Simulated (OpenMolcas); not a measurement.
## Levels of F+ by method

```json
{
  "Program": "OpenMolcas 26.06",
  "Basis": "ANO-R1 [3s2p1d]",
  "Scalar Hamiltonian": "X2C, finite nucleus",
  "Active space": "6 electrons in 4 orbitals (2s 2p)",
  "State averaging": "2S+1 = 3 even, 3 roots; 2S+1 = 1 even, 6 roots; 2S+1 = 3 odd, 3 roots; 2S+1 = 1 odd, 3 roots",
  "Spin-orbit coupling": "RASSI with atomic mean-field integrals over the reference wave functions, term energies averaged over their components"
}
```

Methods on the same reference wave functions:
A. CASSCF
B. SS-CASPT2, IPEA 0.25 Eh, imaginary shift 0.1 Eh (closed shells correlated: 1s)

Energies in cm-1 above 2s2 2p4 3P2, the measured ground level; measured values from NIST Handbook of Basic Atomic Spectroscopic Data.

```csv
Level,A,B,Measured
2s2 2p4 3P2,0.0,0.0,0.0
2s2 2p4 3P1,322,322,341
2s2 2p4 3P0,477,478,490
2s2 2p4 1D2,22742,21670,20873
2s2 2p4 1S0,42404,45150,44918
2s 2p5 3P* 2,176106,166190,164798
2s 2p5 3P* 1,176418,166510,165107
2s 2p5 3P* 0,176575,166660,165279
2s 2p5 1P* 1,259540,242640,
```

Deviations, from unrounded energies. A percentage is the sum of absolute deviations over the sum of measured energies, with the sign that they share, or ± where signs differ.

| Against measurement | Levels | A | B |
| --- | --- | --- | --- |
| mean absolute deviation (cm-1) | 7 | 5500 | 750 |
| fine structure of the ground term (%) | 2 | -3.8 | -3.7 |
| other terms of the ground configuration (%) | 2 | ±6.7 | +1.6 |
| other configurations (%) | 3 | +6.8 | +0.8 |

B lies closest to measurement on these levels. The largest miss of B in the table is 2s 2p5 3P* 1, by +1400 cm-1. The ranking rests on the paired levels alone, and a cruder setting can come out closer through cancelling errors.

From A to B the spin-free energies of the other terms of 2s2 2p4 shown, above 3P, scale by factors of 0.95 to 1.07.

The lowest spin-free term lies below A's lowest term by 0.100 hartree in B.

Term energies are means over components that CASPT2 splits; among the terms shown or strongly mixed into the levels shown the widest spread is 44 cm-1 (2s2 2p4 1D, B). Without dynamic correlation excited terms often stand tens of per cent too high (terms of higher spin than the ground term too low), and those without a measured partner can miss by more than the paired ones (holds for A). Computed and measured levels are paired by configuration, term and J; levels that our copy of the source lacks, or whose pairing is in doubt (as where it misses far off the trend of its configuration), stay unpaired and out of the deviations. Levels of configurations outside the active space are missing.

* marks odd parity.
